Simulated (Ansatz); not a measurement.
Reaction (formal exchange of groups at the Si–C bond): `C[Si](N)(F)Cl` + `C=CBr` → `N[Si](F)(Cl)Br` + propene

Gas-phase electronic energies from Ansatz, PBE0-D4/def2-TZVP geometries. CCSD(T)/CBS is the MP2 limit (def2-TZVPP, def2-QZVPP) plus CCSD(T) − MP2 in def2-TZVPP, frozen cores. DFT in def2-TZVPP. For Br outer-core shells are correlated without core-valence functions, which leaves a few kJ/mol of doubt a bond. Scalar relativity is left out up to krypton. Each species was taken in one conformer, which may not be the lowest.

`C[Si](N)(F)Cl`:

Cartesian coordinates in Å:
```
C -0.498 -1.311 0.209
Si -0.271 0.440 -0.315
N 1.175 1.098 0.267
F -1.568 1.249 0.154
Cl -0.230 0.640 -2.353
H 0.300 -1.940 -0.189
H -1.457 -1.694 -0.145
H -0.488 -1.388 1.300
H 1.588 1.911 -0.159
H 1.449 0.994 1.230
```

`C=CBr`:

Z-matrix (Å, degrees):
```
C
C 1 1.319
H 1 1.084 2 119.4
H 1 1.083 2 122.5 3 180.0
Br 2 1.881 1 123.4 3 180.0
H 2 1.082 1 124.1 3 -0.0
```

`N[Si](F)(Cl)Br`:

Cartesian coordinates in Å:
```
N 0.281 -0.685 0.811
Si -0.084 0.363 -0.445
F 1.126 1.263 -0.933
Cl -0.651 -0.720 -2.065
Br -1.636 1.772 0.204
H 0.290 -0.396 1.773
H 0.674 -1.597 0.656
```

`C=CC`:

```xyz
9

C    -0.210   -0.093    1.366
C    -0.092    0.502    0.188
C     0.201   -0.192   -1.097
H    -0.094   -1.168    1.471
H    -0.425    0.469    2.267
H    -0.217    1.582    0.133
H    -0.597   -0.022   -1.826
H     1.123    0.191   -1.548
H     0.311   -1.268   -0.954
```

```json
{"species": "`C[Si](N)(F)Cl`", "ωB97M-V energy (Eh)": "-945.58739"}
{"species": "`C=CBr`", "ωB97M-V energy (Eh)": "-2651.98866"}
{"species": "`N[Si](F)(Cl)Br`", "ωB97M-V energy (Eh)": "-3479.73564"}
{"species": "`C=CC`", "ωB97M-V energy (Eh)": "-117.87777"}
```

Q: Work out ΔE.

A: ΔE = (-3479.73564) + (-117.87777) − (-945.58739) − (-2651.98866) = -0.03736 Eh = -23.4 kcal/mol. CCSD(T)/CBS gives -23.9 kcal/mol.

Largest T1 diagnostic among the species: 0.010.

From PBE to PBE0 (25 % exact exchange), in def2-TZVPP and without D4, ΔE moves by −1.6 kcal/mol. In def2-TZVPP, CCSD(T) changes the Hartree–Fock value by +3.6 kcal/mol (the triples alone add +0.5 kcal/mol) and MP2 by +2.8 kcal/mol.
